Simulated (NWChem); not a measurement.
Molecule: C$_{4}$H$_{2}$F$_{2}$O; SMILES Fc1ccoc1F

```xyz
9

F     -0.6368     1.9598     0.0000
C     -0.4644     0.6502     0.0000
C     -1.4839    -0.3490     0.0000
C     -0.8229    -1.5387     0.0000
O      0.5191    -1.3357     0.0000
C      0.7206    -0.0189     0.0000
F      1.9615     0.3822     0.0000
H     -2.5588    -0.1849     0.0000
H     -1.1483    -2.5745     0.0000
```
Atoms are numbered in this order, from 1.

Computed with NWChem. Geometry optimised at PBE0/def2-SVP; all other runs use it. 

| quantity | level | value |
|---|---|---|
| −ε(HOMO) (eV) | PBE/def2-SVP | ___ |
| cavity-dispersion-structure term (kcal/mol) in n-hexane | PBE0/def2-SVP, SMD | ___ |
| isotropic polarisability (bohr³), static | PBE/def2-SVPD | 49.4 |
| vertical, lowest state with f > 0.02, singlet (eV) | PBE/def2-SVPD, TDA | ___ |
| dipole (D) | PBE0/def2-SVP | 1.99 |
| highest harmonic frequency (cm⁻¹) | PBE0/def2-SVP | 3322 |

Q: Complete the blanks.

A: 
- −ε(HOMO) (eV), value: 5.43
- cavity-dispersion-structure term (kcal/mol) in n-hexane, value: -0.4
- vertical, lowest state with f > 0.02, singlet (eV), value: 5.99
